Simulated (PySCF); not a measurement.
Ag(I) cation (AgI), SMILES [I][Ag] (connectivity only; charge and spin as stated), charge +1, multiplicity 2.

Geometry optimised at B3LYP-D3(BJ)/def2-TZVP. The spin state was assumed, not searched. The def2 effective core potentials stand for the cores of Ag, I; spin–orbit coupling is left out.

Calculation: M06-2X/def2-TZVPD run with PySCF.

The molecule is in vacuum.

Computed frontier levels, dipole moment:
```yaml
"α spin, highest occupied and lowest empty level": -14.89 and -7.30 eV
"β spin, highest occupied and lowest empty level": -14.38 and -9.60 eV
dipole_moment_about_the_centre_of_nuclear_charge: 2.98 D
"⟨S²⟩": 0.756 (pure state 0.75)
```
